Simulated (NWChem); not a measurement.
System: SnSiH4S, singlet; SMILES [SH][Sn][SiH3]

NWChem input:

```
start job
memory heap 200 mb stack 900 mb global 1100 mb
geometry units angstroms noautoz
  Sn     0.538498    -0.171851    -0.709531
  S     -1.067391    -1.543868     0.510022
  H     -0.451790    -2.728451     0.289020
  Si    -0.914354     1.984846    -0.104269
  H     -2.121141     1.697582     0.735022
  H     -1.372394     2.655040    -1.366965
  H     -0.063440     2.982320     0.626536
end
basis spherical
  * library def2-svp
end
ecp
  Sn library def2-ecp
end
dft
  xc pbe0
  iterations 150
end
tddft
  cis
  nroots 8
  notriplet
end
task tddft energy
```

Excerpt of the output:

```
             Northwest Computational Chemistry Package (NWChem) 7.3.0
             --------------------------------------------------------

 C1  symmetry detected

                             Geometry "geometry" -> ""
                             -------------------------

 Output coordinates in angstroms (scale by  1.889725989 to convert to a.u.)

  No.       Tag          Charge          X              Y              Z
 ---- ---------------- ---------- -------------- -------------- --------------
    1 Sn                  50.0000     0.72025524    -0.17456738     0.00008682
    2 S                   16.0000    -1.31212089    -1.52292449     0.00015861
    3 H                    1.0000    -0.69413168    -2.72671853    -0.00339159
    4 Si                  14.0000    -0.79390255     2.02447540     0.00011164
    5 H                    1.0000    -2.26725625     1.75655965     0.02684894
    6 H                    1.0000    -0.49057368     2.84570811    -1.21928586
    7 H                    1.0000    -0.45223050     2.87695609     1.18738661

 Effective nuclear repulsion energy (a.u.)     406.8310669793

                                 NWChem DFT Module
                                 -----------------

 Summary of "ao basis" -> "ao basis" (spherical)
 ------------------------------------------------------------------------------
       Tag                 Description            Shells   Functions and Types
 ---------------- ------------------------------  ------  ---------------------
 Sn                         def2-svp                10       26   4s4p2d
 S                          def2-svp                 8       18   4s3p1d
 H                          def2-svp                 3        5   2s1p
 Si                         def2-svp                 8       18   4s3p1d

[...]

                                NWChem TDDFT Module
                                -------------------

            General Information
            -------------------
           No. of orbitals :     164
            Alpha orbitals :      82
             Beta orbitals :      82
        Alpha frozen cores :       0
         Beta frozen cores :       0
     Alpha frozen virtuals :       0
      Beta frozen virtuals :       0
         Spin multiplicity :       1
    Number of AO functions :      82
        Use of symmetry is : off
      Symmetry adaption is : off
         Schwarz screening :  0.10D-07

              XC Information
              --------------
                  PBE0 Method XC Functional
              Hartree-Fock (Exact) Exchange   0.25
   PerdewBurkeErnzerhof Exchange Functional   0.75
     Perdew 1991 LDA Correlation Functional   1.00 local
    PerdewBurkeErnz. Correlation Functional   1.00 non-local

             TDDFT Information
             -----------------
          Calculation type : Tamm-Dancoff TDDFT
         Wavefunction type : Restricted singlets
          No. of electrons :      56
           Alpha electrons :      28
            Beta electrons :      28
              No. of roots :       8
          Max subspacesize :    5600
            Max iterations :     100
               Target root :       1
           Target symmetry : none
      Symmetry restriction : off
                 Algorithm : Optimal
        Davidson threshold :  0.10D-03

    8 smallest eigenvalue differences (eV)
--------------------------------------------------------
  No. Spin  Occ  Vir  Irrep   E(Occ)    E(Vir)   E(Diff)
--------------------------------------------------------
    1    1   28   29 a        -0.236    -0.103     3.608
    2    1   27   29 a        -0.281    -0.103     4.838
    3    1   26   29 a        -0.296    -0.103     5.252
    4    1   28   30 a        -0.236    -0.023     5.806
    5    1   25   29 a        -0.350    -0.103     6.707
    6    1   24   29 a        -0.353    -0.103     6.783
    7    1   28   31 a        -0.236     0.017     6.878
    8    1   27   30 a        -0.281    -0.023     7.037
--------------------------------------------------------

  Entering Davidson iterations
  Restricted singlet excited states

  Iter   NTrls   NConv    DeltaV     DeltaE      Time
  ----  ------  ------  ---------  ---------  ---------
    1      8       0     0.11E+00   0.10+100       16.5
    2     16       0     0.28E-01   0.28E-01       16.4
    3     24       0     0.12E-01   0.21E-02       16.5
    4     32       1     0.58E-02   0.50E-03       16.5
    5     39       5     0.13E-02   0.66E-04       15.3
    6     42       7     0.32E-03   0.30E-05       11.6
    7     43       8     0.93E-04   0.17E-06        9.0
  ----  ------  ------  ---------  ---------  ---------
  Convergence criterion met

  Ground state a        -903.934593756991 a.u.

  ----------------------------------------------------------------------------
  Root   1 singlet a              0.090892380 a.u.                2.4733 eV
  ----------------------------------------------------------------------------
     Transition Moments    X  0.00008   Y  0.00047   Z -0.34320
     Dipole Oscillator Strength                    0.0071373797
     Electric Quadrupole                           0.0000000388
     Magnetic Dipole                               0.0000011316
     Total Oscillator Strength                     0.0071385501

[...]
```

Level: PBE0/def2-SVP with def2 effective core potentials on Sn, TDA. Low-valent species are run as closed-shell singlets; no triplet was tried in these runs. The geometry was optimised at PBE0/def2-SVP. def2 effective core potentials on Sn; no spin-orbit coupling.
